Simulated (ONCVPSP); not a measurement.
**Scattering properties, ONCV potential for Os (Z = 76)**

```json
{
 "Element": "osmium (Os)",
 "Generator": "ONCVPSP 4.0.1",
 "Type": "optimised norm-conserving Vanderbilt (ONCV)",
 "Functional": "PBE",
 "Relativity": "fully relativistic",
 "Frozen core": "[Kr] 4d10 4f14 5s2",
 "Valence charge": "14",
 "Reference configuration": "5p6 5d6 6s2",
 "Partial waves": "6s: rc 2.65 bohr, ncon 4, nbas 8, qcut 2.5 1/bohr, 3 projectors, debl 1.2 Ha; 5p: rc 1.15 bohr, ncon 4, nbas 8, qcut 8.3 1/bohr, 2 projectors, debl 1.9 Ha; 5d: rc 2.50 bohr, ncon 3, nbas 8, qcut 5.6 1/bohr, 3 projectors, debl 3.7 Ha; f scattering state at 0.38 Ha: rc 2.45 bohr, ncon 4, nbas 8, qcut 4.3 1/bohr, 2 projectors, debl 3.9 Ha",
 "Local potential": "polynomial inside 0.80 bohr (lpopt 3, dvloc0 0 Ha)",
 "Core correction": "Teter function fitted to the true core (icmod 2), fcfact 0.35"
}
```

Open shells are filled in proportion to 2j + 1.

The phase is arctan(r·R′/R) of the radial function R(r), unwrapped; energies in Ha, scanned from -3 to 5 Ha. A pole is an energy at which the radial function vanishes at the test radius. The pseudo phase is shifted by a multiple of π to meet the all-electron one at the reference energy, and phase errors are pseudo minus all-electron; the curves can meet again beyond the range given. Levels narrower than the energy grid can be missing from the lists of poles.

```tsv
channel	radius (bohr)	reference energy (Ha)	poles, all-electron	poles, pseudo	unbroken range about the reference energy with phases within 0.05 rad	phase error 1 Ha above the reference energy (rad)
s	2.69	-0.23	0.78	0.78	below 2.3	-0.000
p3/2	1.16	-1.74	3.84	3.78	the whole range	-0.000
p1/2	1.16	-2.19	2.29	2.28	the whole range	-0.000
d5/2	2.53	-0.22	0.07, 3.53	0.07, 3.53	the whole range	-0.009
d3/2	2.53	-0.25	0.00, 3.43	0.00, 3.43	the whole range	-0.004
f7/2	2.49	0.38	-1.85, 2.03	2.04	above -1.8	-0.000
f5/2	2.49	0.38	2.02	2.02	above -1.9	+0.001
```

Note: ghosts flagged at negative energy: s at -271.7 eV; GHOST(+) flagged for s at 62.7 eV, d5/2 at 172.5 eV, d3/2 at 208.7 eV, f7/2 at 211.2 eV, p3/2 at 211.3 eV and 1 more. A true bound ghost makes a file unfit for plane-wave use.

Phases in the s channel:

| E (Ha) | all-electron | pseudo |
| --- | --- | --- |
| -2.98 | 1.375 | 1.371 |
| -2.54 | 1.347 | 1.345 |
| -2.10 | 1.309 | 1.308 |
| -1.66 | 1.247 | 1.246 |
| -1.22 | 1.123 | 1.123 |
| -0.78 | 0.750 | 0.750 |
| -0.34 | -0.641 | -0.641 |
| 0.10 | -1.320 | -1.320 |
| 0.54 | -1.510 | -1.510 |
| 0.98 | -1.614 | -1.614 |
| 1.42 | -1.709 | -1.709 |
| 1.86 | -1.857 | -1.857 |
| 2.30 | -2.333 | -2.470 |
| 2.74 | -3.954 | -3.947 |
| 3.18 | -4.425 | -4.421 |
| 3.62 | -4.557 | -4.555 |
| 4.06 | -4.623 | -4.620 |
| 4.50 | -4.665 | -4.662 |
| 4.94 | -4.697 | -4.694 |
